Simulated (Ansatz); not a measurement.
```yaml
crystal:
  periodic: [false, false, false]
  atoms:
    - {symbol: F, position_ang: [0.499818, -0.990999, 1.592289]}
    - {symbol: C, position_ang: [0.687990, -0.652002, 0.306228]}
    - {symbol: F, position_ang: [0.662491, -1.790294, -0.406540]}
    - {symbol: F, position_ang: [1.933193, -0.157398, 0.209804]}
    - {symbol: Ge, position_ang: [-0.690026, 0.661430, -0.331545]}
    - {symbol: H, position_ang: [-0.570028, 1.906786, 0.549557]}
    - {symbol: H, position_ang: [-0.373506, 0.973252, -1.795867]}
    - {symbol: H, position_ang: [-2.057733, -0.007876, -0.179727]}
basis:
  gaussian: {orbitals: def2-TZVPD, point_charges: [{charge: 0.50, position_ang: [6.012, -0.977, -0.880]}]}
hamiltonian: {xc: {name: wPBEh}}
```

```sh
$ ansatz run in.yaml --threads 4 --pin off --events-out ev --progress --plain --max-ram 10444MiB
```

Output, abridged:

```
Functional definition: wPBEh
1344 factors; their error is unknown
117 factors; integrals over basis functions are off by at most 1.1e-5 eV
mean field evaluation 1: about -65741.1161 eV, gradient 4.1e1 eV
mean field evaluation 2: about -65739.4378 eV, gradient 5.5e1 eV
mean field evaluation 4: about -65743.0402 eV, gradient 1.6e0 eV
mean field evaluation 8: about -65743.0440 eV, gradient 8.2e-2 eV
mean field evaluation 16: about -65743.2955 eV, gradient 2.5e-5 eV
mean field -65743.29554733 eV, -2416.0215489582 hartree, gradient 2.5e-5 eV, S^2 0.000000; 0 other end points of the search recorded, 0 dependent functions left out
reference -65743.29560499 eV, -2416.0215510772 hartree; 34, 34 occupied and 204, 204 virtual orbitals, 1344 factors
Total energy: -65743.29560499 eV, -2416.0215510772 hartree
```

Run time 3.4 s (4 threads of an Arm Neoverse V2 on a shared host); peak host memory 0.55 GiB.
